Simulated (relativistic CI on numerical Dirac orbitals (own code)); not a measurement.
**Hyperfine structure of Sm46+, mass number 147**

Calculated at this level of theory: Dirac-Coulomb-Breit CI, orbitals from a KLI potential per configuration, model QED, unscaled Slater integrals (own radial code, finite nucleus).

Configuration list (outside the closed core [Ne]): 3s2 3p4, 3s 3p5, 3s2 3p3 3d, 3p6, 3s 3p4 3d, 3p5 3d, 3s 3p3 3d2, 3s2 3p2 3d 4p, 3p5 4s, 3s 3p3 3d 4s, 3s2 3p3 4s, 3p5 4p, 3s2 3p2 3d2, 3s2 3p 3d3, 3s 3p2 3d3, 3s2 3p 3d2 4s, 3p4 3d2, 3p3 3d3, 3p3 3d2 4s, 3s2 3p2 3d 4s, 3s 3p2 3d2 4s, 3s2 3p 3d 4s2. Double excitations out of closed p, d and f shells are left out; levels of such configurations are missing from the list, as are those of other unlisted configurations, and high levels can miss mixing partners.

Nuclear spin I = 7/2, μ = -0.809 μN, Q = -0.26 b (tables of Stone and Pyykkö). The electronic factors are computed for point nuclear moments, without core polarisation or the Bohr-Weisskopf and QED corrections.

```
       Level   E (eV)  A (GHz)  B (GHz)
3s2 3p4 3P_2    0.000   -26.16    -7.01
3s2 3p4 3P_1  147.621    14.32     28.8
3s2 3p4 1D_2  155.809   -67.96     64.6
3s 3p5 3P°_2  289.550   -137.9     52.1
```

Levels with J = 0, under 50 % of one LS term, or S terms without an open s electron are left out. Small factors come from cancelling terms and can be off by tens of per cent or more.

At this charge energies of transitions that change n are usually good to better than 1 %, and those within a shell (Δn = 0) to a few per cent.

Task: Give the hyperfine levels of 3s2 3p4 3P_2 relative to its centre of gravity.

Result: With K = F(F + 1) − I(I + 1) − J(J + 1), E = AK/2 + B[¾K(K + 1) − I(I + 1)J(J + 1)]/[2I(2I − 1)J(2J − 1)]: F = 3/2: 231.7, F = 5/2: 169.4, F = 7/2: 80.48, F = 9/2: -36.86, F = 11/2: -184.9 GHz.

LS names give the leading component of a level, which can be under half, so a name can repeat, a term be missing and a line seem to break the LS rules.
